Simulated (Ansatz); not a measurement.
Ga12N12H32, a nanocrystal cut from zinc blende GaN (hydrogen-capped). Total charge 0; triplet. Geometry PBE-D4/def2-SVP, that of the neutral singlet; atoms count from 1.

```xyz
56

N    -3.074   -1.963    0.610
N     1.849   -3.407   -0.272
N     2.300   -0.640   -2.350
N    -2.941    0.598   -1.351
N    -0.221    1.213   -2.793
N    -0.488   -1.326   -0.996
N    -0.671   -0.937    2.177
N     2.036   -0.346    0.778
N    -0.475    1.639    0.288
N    -3.066    0.916    1.857
N     2.313    2.136   -1.148
N     1.876    2.514    2.294
Ga   -0.104   -3.271   -0.776
Ga   -2.437   -1.284   -1.218
Ga   -2.633   -0.971    2.264
Ga    0.279   -0.684   -2.676
Ga    2.570   -2.224    1.226
Ga    3.042    0.300   -0.723
Ga   -2.227    1.356   -3.108
Ga   -2.425    1.783    0.112
Ga    0.293    2.421   -1.330
Ga    0.129   -0.205    0.474
Ga    2.589    0.607    2.453
Ga   -0.078    2.802    1.860
H    -4.078   -2.192    0.558
H    -2.593   -2.880    0.683
H     1.958   -4.363    0.104
H     2.456   -3.408   -1.103
H     2.737   -0.242   -3.196
H     2.635   -1.614   -2.354
H    -3.963    0.659   -1.482
H     0.163    1.592   -3.673
H    -0.255   -1.876    2.307
H    -0.258   -0.381    2.945
H    -4.070    1.113    1.986
H    -2.586    1.488    2.578
H     2.749    2.476   -2.019
H     2.658    2.803   -0.442
H     2.487    3.114    1.723
H     1.993    2.894    3.247
H    -0.301   -4.046   -2.144
H    -0.865   -3.776    0.549
H    -3.083   -2.244   -2.289
H    -3.308   -1.536    3.569
H     0.040   -1.532   -3.983
H     4.150   -2.362    1.167
H     1.702   -2.722    2.469
H     4.618    0.301   -0.740
H    -2.613    0.334   -4.257
H    -2.605    2.896   -3.146
H    -3.063    3.225    0.081
H     0.067    3.956   -1.605
H     1.726    0.051    3.675
H     4.169    0.735    2.503
H    -0.836    2.178    3.136
H    -0.267    4.333    1.500
```

Single mean-field runs in def2-TZVP are fitted with def2-universal-jkfit. At PBE0-D4/def2-TZVP a singlet of charge 0 lies 5.84 eV below the triplet at the same geometry.

Question: Estimate the Mulliken populations of the heavy atoms from the PBE0/def2-TZVP orbitals of Ansatz.

Answer: 
| atom | charge (e) | spin (α − β) |
| --- | --- | --- |
| N1 | -0.54 | 0.00 |
| N2 | -0.54 | -0.03 |
| N3 | -0.54 | -0.01 |
| N4 | -0.43 | -0.01 |
| N5 | -0.46 | 0.01 |
| N6 | -0.08 | 0.03 |
| N7 | -0.35 | -0.03 |
| N8 | -0.02 | 0.25 |
| N9 | -0.06 | 0.15 |
| N10 | -0.54 | 0.00 |
| N11 | -0.40 | -0.08 |
| N12 | -0.32 | -0.06 |
| Ga13 | 0.13 | 0.03 |
| Ga14 | 0.26 | 0.02 |
| Ga15 | 0.36 | 0.02 |
| Ga16 | 0.26 | 0.01 |
| Ga17 | 0.11 | 0.09 |
| Ga18 | 0.32 | -0.01 |
| Ga19 | 0.17 | 0.00 |
| Ga20 | 0.25 | 0.04 |
| Ga21 | 0.25 | 0.02 |
| Ga22 | -0.55 | 0.11 |
| Ga23 | 0.05 | 0.21 |
| Ga24 | 0.06 | 0.15 |
Mulliken values depend strongly on the basis.

Question: Where does the spin sit?

Answer: Summed by element: N 0.23, Ga 0.68, H 1.09, of 2 unpaired in all. Largest on single atoms: N8 0.25, H39 0.21, Ga23 0.21.

Question: And the Mayer bond orders between heavy atoms (over 0.3)?

Answer: N1–Ga14 0.63 (2.05 Å); N1–Ga15 0.75 (1.98 Å); N2–Ga13 0.66 (2.02 Å); N2–Ga17 0.62 (2.04 Å); N3–Ga16 0.65 (2.05 Å); N3–Ga18 0.70 (2.02 Å); N4–Ga14 0.82 (1.95 Å); N4–Ga19 0.65 (2.04 Å); N4–Ga20 0.82 (1.95 Å); N5–Ga16 0.81 (1.97 Å); N5–Ga19 0.68 (2.04 Å); N5–Ga21 0.81 (1.97 Å); N6–Ga13 0.68 (2.00 Å); N6–Ga14 0.77 (1.96 Å); N6–Ga16 0.80 (1.95 Å); N6–Ga22 1.00 (1.95 Å); N7–Ga15 0.75 (1.96 Å); N7–Ga22 0.78 (2.02 Å); N8–Ga17 0.65 (2.00 Å); N8–Ga18 0.86 (1.92 Å); N8–Ga22 0.87 (1.94 Å); N8–Ga23 0.70 (2.00 Å); N9–Ga20 0.75 (1.96 Å); N9–Ga21 0.79 (1.95 Å); N9–Ga22 0.93 (1.95 Å); N9–Ga24 0.70 (1.99 Å); N10–Ga15 0.75 (1.98 Å); N10–Ga20 0.63 (2.05 Å); N11–Ga18 0.69 (2.02 Å); N11–Ga21 0.65 (2.05 Å); N12–Ga23 0.54 (2.04 Å); N12–Ga24 0.59 (2.02 Å).
